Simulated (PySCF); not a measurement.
Species: C₄H₉P₂Si (doublet state).
Z-matrix (Å and degrees, GFN2-xTB geometry), rows numbered from 1:
```
C 
C   1  1.3298
C   2  1.4422  1  123.50
C   3  1.3358  2  124.72  1   179.51
Si  4  1.8877  3  125.48  2     0.20
P   5  2.2214  4  116.41  3    53.92
P   5  2.2742  4  103.16  3   176.82
H   1  1.0762  2  121.97  3   179.87
H   1  1.0783  2  121.61  3    -0.29
H   2  1.0833  1  120.30  3  -179.80
H   3  1.0851  2  115.26  1    -0.51
H   4  1.0836  3  118.31  2   179.59
H   5  1.4717  4  111.53  3   -71.26
H   6  1.3931  5   94.15  4    31.99
H   7  1.3811  5   94.71  4   179.15
H   7  1.3839  5   96.20  4   -88.07
```

The hyperfine couplings belong to this conformer and change with its torsions.

As a line formula: `C=C/C=C\[Si@@H]([PH])P` [radical].

Method: UKS B3LYP, pcH-1 on C H P Si, non-relativistic, mean-field spin-orbit, GIAO (PySCF 2.14.0). One conformer (not necessarily the lowest) at the GFN2-xTB geometry, without solvent, vibrations or thermal averaging. Couplings are sensitive to structure, and on GFN2-xTB geometries they can be far from those on DFT ones, by a factor of two or more for some ions and for spin on atoms past the first row. The SCF solution wasn't tested for stability.

(1) Predict the first-order ENDOR lines of C2, C4, H14, H13, H10, H11, H9, Si5, P6 and P7 under fast tumbling at B = 341.1 mT (X band).

(2) Which pairs are centred on the nuclear Larmor frequency, and which on half the coupling?

Results:

(1) For S = 1/2 in fast tumbling each set of equivalent nuclei gives two lines, ν± = |νn ± a/2| to first order, with νn = g_N μN B/h and μN/h = 7.62259 MHz/T.

| nuclei | isotope | g_N | νn (MHz) | a_iso (MHz) | lower line (MHz) | upper line (MHz) |
| --- | --- | --- | --- | --- | --- | --- |
| C2 | 13C | 1.4048 | 3.65 | 5.15 | 1.08 | 6.23 |
| C4 | 13C | 1.4048 | 3.65 | 4.41 | 1.45 | 5.86 |
| H14 | 1H | 5.5857 | 14.52 | -33.82 | 2.39 | 31.44 |
| H13 | 1H | 5.5857 | 14.52 | 9.31 | 9.87 | 19.18 |
| H10 | 1H | 5.5857 | 14.52 | 3.39 | 12.83 | 16.22 |
| H11 | 1H | 5.5857 | 14.52 | 3.35 | 12.85 | 16.20 |
| H9 | 1H | 5.5857 | 14.52 | 1.64 | 13.70 | 15.35 |
| Si5 | 29Si | -1.1106 | 2.89 | 33.91 | 14.07 | 19.84 |
| P6 | 31P | 2.2632 | 5.88 | 107.95 | 48.09 | 59.86 |
| P7 | 31P | 2.2632 | 5.88 | -24.22 | 6.22 | 17.99 |

The rows for 13C and 29Si, of low natural abundance, apply to labelled samples.

(2) Centred on νn, since |a| < 2νn: C2, C4, H13, H10, H11 and H9. Centred on |a|/2 and split by 2νn: H14, Si5, P6 and P7.

Couplings of abundant isotopes left out: H15/H16 (1.1 MHz).

On Arm Neoverse V2, one thread, on a shared host, this took 2.0 min wall (grids of density and orbitals included) and 1.1 GiB of memory at its peak.
